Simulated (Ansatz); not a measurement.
Breaking the Sn1–H2 bond in H2OSn (SMILES [OH][SnH]) (multiplicity 1 held, fragments rigid). Energies count from the point at 1.803 Å.
Geometry at that point (charge 0, multiplicity 1):
```xyz
4

Sn    -0.18386    -0.15026     0.19526
H     -1.45521     0.01474    -1.07213
O      1.21528     0.79939    -0.86933
H      0.92596     1.10307    -1.73634
```

Restricted levels (R-, RO-) in cc, def2 and unpolarised 6-31G sets keep to the state of the molecule at rest. Active spaces are followed from a long bond inwards. Levels need not reach the same state.

Correlated levels freeze the cores. Filled d and f shells under p-block atoms count as core.

Programs: Ansatz (a first-principles code). Values without a source in brackets are computed. In def2 rows elements past Kr take small-core potentials, without spin–orbit coupling.

### Question
Give the energy at R = 5.769 Å at the level FIC-MRCISD on CASSCF(2,2)/def2-TZVPP.

### Answer
272 kJ/mol

### Question
What is the computed energy at R = 5.769 Å (R-wB97X-V/def2-TZVPP)?

### Answer
521 kJ/mol

### Question
Estimate the energy at R = 5.769 Å that FIC-MRCISD+Q on CASSCF(2,2)/def2-TZVPP returns for this input.

### Answer
276 kJ/mol

Doubts at one or more of the structures used: a restricted determinant that unrestricted orbitals would lower (R-wB97X-V/def2-TZVPP).
